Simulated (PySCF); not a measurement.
## Magnetic susceptibility: `N#CCC(C=C)=S`, C$_{5}$H$_{5}$NS

Molfile (atoms numbered from 1):
```
C5H5NS
     RDKit          3D

 12 11  0  0  0  0  0  0  0  0999 V2000
    1.7176   -0.0942   -0.1977 C   0  0  0  0  0  0  0  0  0  0  0  0
    0.8935   -0.7037    0.6572 C   0  0  0  0  0  0  0  0  0  0  0  0
   -0.5447   -0.6672    0.6082 C   0  0  0  0  0  0  0  0  0  0  0  0
   -1.4357   -1.4460    1.7361 S   0  0  0  0  0  0  0  0  0  0  0  0
   -1.2385    0.0880   -0.4980 C   0  0  0  0  0  0  0  0  0  0  0  0
   -0.9216    1.4947   -0.4430 C   0  0  0  0  0  0  0  0  0  0  0  0
   -0.6742    2.6086   -0.3869 N   0  0  0  0  0  0  0  0  0  0  0  0
    1.3701    0.5045   -1.0229 H   0  0  0  0  0  0  0  0  0  0  0  0
    2.7854   -0.1671   -0.0839 H   0  0  0  0  0  0  0  0  0  0  0  0
    1.2965   -1.2865    1.4750 H   0  0  0  0  0  0  0  0  0  0  0  0
   -0.9262   -0.3036   -1.4721 H   0  0  0  0  0  0  0  0  0  0  0  0
   -2.3210   -0.0280   -0.3981 H   0  0  0  0  0  0  0  0  0  0  0  0
  1  2  2  0
  2  3  1  0
  3  4  2  0
  3  5  1  0
  5  6  1  0
  6  7  3  0
  1  8  1  0
  1  9  1  0
  2 10  1  0
  5 11  1  0
  5 12  1  0
M  END
```

Level of theory: GIAO KT3/pcSseg-1 magnetisability, rotational g tensor and spin-rotation constants, non-relativistic, gas phase (PySCF 2.14.0). Geometry: GFN2-xTB.

Problem. What are the magnetisability and the molar susceptibility?

Solution. Isotropic -853 × 10⁻³⁰ J/T², or -51.4 × 10⁻⁶ cm³/mol; principal values -1223, -786, -550 × 10⁻³⁰ J/T², anisotropy 592 × 10⁻³⁰ J/T² (root of half the summed squared differences of the principal values). The susceptibility is in cgs units.

Problem. Split it along the inertial axes a, b, c into diamagnetic and paramagnetic parts about the centre of mass, with the quadrupole moment.

Solution. 
| axis | χ (10⁻⁶ cm³/mol) | diamagnetic (10⁻⁶ cm³/mol) | paramagnetic (10⁻⁶ cm³/mol) | summed x² of all electrons (Å²) | quadrupole Θ (D Å) |
| --- | --- | --- | --- | --- | --- |
| a | -43.8 | -473.7 | 429.9 | 154.6 | -13.36 |
| b | -45.4 | -754.3 | 708.9 | 88.4 | +9.34 |
| c | -64.9 | -1031.1 | 966.2 | 23.2 | +4.02 |

Anisotropies 2χaa − χbb − χcc = +22.8 and 2χbb − χaa − χcc = +17.8 × 10⁻⁶ cm³/mol. Θ is traceless in Buckingham's convention.

Problem. And the rotational g tensor?

Solution. 
```
axis  rotational constant (GHz)        g  nuclear part  electronic part
   a                     3.1534  -0.0551        0.5818          -0.6369
   b                     1.6829  -0.0387        0.5218          -0.5605
   c                     1.2099  -0.0149        0.5343          -0.5492
```
Asymmetric top; isotopes 12C, 1H, 14N, 32S; no vibrational averaging.
